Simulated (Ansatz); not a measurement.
Name a neutral molecule of B, C, S, Si and H with size of the dipole moment (ωB97M-V/def2-TZVPP) between 1.40 and 1.70 D and HOMO energy (ωB97M-V/def2-TZVPP) between -8.60 and -8.30 eV (Ansatz, PBE0-D4/def2-TZVP geometry).

`BCSC[SiH3]` (1.55 D, -8.51 eV). Other molecules can fit too; these were computed, each in one conformer that needn't be the lowest.
